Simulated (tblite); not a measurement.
Compound: C₈H₁₄F₂.
Numbering: `[CH3:1]/[C:2]([F:3])=[C:4](\[CH2:5][F:6])[C:7]([CH3:8])([CH3:9])[CH3:10]` (hydrogens: H11, H12, H13 on C1; H14, H15 on C5; H16, H17, H18 on C8; H19, H20, H21 on C9; H22, H23, H24 on C10)

Computed with GFN2-xTB (tblite), gas phase: L-BFGS steps from a force-field or distance-geometry start until the largest atomic force falls under 0.01 eV/Å.

Step 0: E = -916.7446 eV
```
atom  x, y, z in Å  |  force x, y, z in eV/Å
C1      2.7913    0.7071   -0.5695   -0.521   1.116  -0.836
C2      1.2740    0.8272   -0.5460    1.393  -0.558   0.072
F3      0.7607    1.9210   -1.1255    0.736   0.289  -0.188
C4      0.5285   -0.0984    0.0311    0.822   0.130  -0.242
C5      1.2221   -1.2795    0.6687    0.455   0.657  -0.207
F6      0.8089   -2.4398    0.0660    0.165  -0.177   0.516
C7     -0.9275    0.0117    0.0642   -1.263  -0.537   0.726
C8     -1.5770   -1.1686   -0.6341   -0.183  -0.442  -1.282
C9     -1.5121    1.2029   -0.6308   -2.286   0.698  -0.152
C10    -1.3498    0.0984    1.5201   -0.509   0.696   1.465
H11     3.1442    0.6825    0.4575    0.349   0.221  -0.222
H12     3.1693    1.5771   -1.1345    0.064  -0.277   0.516
H13     3.0997   -0.1776   -1.1231    0.028   0.016   0.099
H14     2.3048   -1.1726    0.4549   -0.574  -0.553   0.383
H15     1.0601   -1.2810    1.7691   -0.090  -0.525  -0.635
H16    -2.6538   -0.9152   -0.8100    0.910  -0.694   0.204
H17    -1.4510   -2.1262   -0.1219   -0.231   0.337  -0.094
H18    -1.0632   -1.2414   -1.6292   -0.670  -0.228   0.667
H19    -1.3094    2.1736   -0.1424    0.232  -0.508  -0.644
H20    -1.3267    1.1583   -1.7031    0.193   0.480   0.174
H21    -2.6381    1.0651   -0.5377    1.043   0.397  -0.072
H22    -0.5068   -0.0655    2.2236   -0.677  -0.064  -0.373
H23    -1.6796    1.1542    1.6927    0.054  -0.968   0.232
H24    -2.1805   -0.5934    1.7675    0.558   0.493  -0.105
```

Question: Estimate the geometry and energy of step 1. (The exact step hangs on the optimiser's Hessian estimate; all steps are aligned on step 0, rigid shifts and turns removed.)

Answer: E = -917.0172 eV, largest force 0.760 eV/Å
```
atom  x, y, z in Å  |  force x, y, z in eV/Å
C1      2.7839    0.7230   -0.5814    0.170   0.140  -0.145
C2      1.2939    0.8193   -0.5450    0.513   0.165  -0.272
F3      0.7713    1.9251   -1.1282    0.759  -0.041  -0.010
C4      0.5403   -0.0965    0.0276   -0.237   0.085  -0.085
C5      1.2286   -1.2701    0.6658    0.011   0.195  -0.130
F6      0.8112   -2.4423    0.0734    0.181  -0.052   0.480
C7     -0.9455    0.0040    0.0746   -0.471   0.014   0.243
C8     -1.5796   -1.1749   -0.6524   -0.063  -0.271  -0.163
C9     -1.5448    1.2128   -0.6330   -0.638   0.016  -0.071
C10    -1.3570    0.1083    1.5410   -0.261   0.096   0.483
H11     3.1492    0.6856    0.4544    0.239   0.258  -0.496
H12     3.1702    1.5731   -1.1271    0.221   0.237   0.139
H13     3.1000   -0.1774   -1.1217   -0.009   0.213   0.133
H14     2.2966   -1.1805    0.4603   -0.077  -0.447   0.269
H15     1.0589   -1.2885    1.7601   -0.095  -0.418  -0.482
H16    -2.6408   -0.9251   -0.8071    0.399  -0.593   0.035
H17    -1.4543   -2.1213   -0.1233   -0.209   0.202  -0.125
H18    -1.0728   -1.2447   -1.6196   -0.321  -0.234   0.052
H19    -1.3061    2.1663   -0.1516    0.172  -0.219  -0.477
H20    -1.3239    1.1652   -1.7006    0.078   0.445   0.219
H21    -2.6232    1.0707   -0.5387   -0.078   0.322  -0.025
H22    -0.5164   -0.0664    2.2183   -0.341  -0.096  -0.043
H23    -1.6788    1.1403    1.6960   -0.153  -0.281   0.373
H24    -2.1725   -0.5864    1.7660    0.209   0.265   0.099
```

The energy changes by -0.2726 eV. The first-order estimate −F·Δx gives -0.4107 eV and the mean of the old and new forces, exact on a quadratic surface, -0.2707 eV. The step makes an angle of 0° with the force vector and moves no atom by more than 0.034 Å.

What follows is the cost of the whole relaxation. The run took 1.7 s of wall time on one thread, Arm Neoverse N1 (aarch64), no GPU (shared host).
